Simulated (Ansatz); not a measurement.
CH5AlCl2S (`[CH3][Al-]([SH2+])([Cl])[Cl]`). The species carries charge 0 and has multiplicity 1.

```xyz
10

C    -1.0843   -0.9290    0.3006
Al   -0.2530    0.3918   -0.8539
S     1.8783    1.0220    0.3213
Cl    0.6727   -0.2671   -2.6454
Cl   -1.0508    2.3579   -0.8895
H    -0.4570   -1.8165    0.4234
H    -1.3091   -0.5243    1.2915
H    -2.0320   -1.2628   -0.1330
H     2.2850   -0.2182    0.6470
H     1.3502    1.2461    1.5380
```

(1) List the harmonic frequencies (cm⁻¹, unscaled) at PBE0-D4/def2-TZVP in Ansatz. (An estimate is asked.)

(2) Is this a minimum?

(3) Give the ideal-gas thermochemistry at 298.15 K and 1 bar (rigid rotor, harmonic oscillator; point group Cs, symmetry number 1).

(4) And at 400, 500, 600, 800 and 1000 K?

(5) Rotational constants (cm⁻¹)?

Answers

(1) Ansatz gave: 68, 93, 108, 127, 149, 151, 159, 256, 409, 465, 505, 554, 663, 685, 704, 1196, 1224, 1441, 1445, 2702, 2716, 3039, 3120, 3126.

(2) Yes, all 24 modes are real.

(3) Zero-point energy 150.2 kJ/mol; H(298) − E = 177.7 kJ/mol; entropy 409.1 J/(mol·K), of which translation 171.1, rotation 122.3, vibration 115.7; G(298) − E = 55.7 kJ/mol. Modes under 100 cm⁻¹ are hindered rotations or soft bends, so the harmonic entropy is rough.

(4) 
```csv
T (K),H − E (kJ/mol),S (J/mol/K),G − E (kJ/mol)
400,191.9,450.0,11.9
500,207.1,483.9,-34.9
600,223.3,513.4,-84.7
800,257.9,563.1,-192.6
1000,295.0,604.4,-309.4
```

(5) 0.05115, 0.04752, 0.03824.
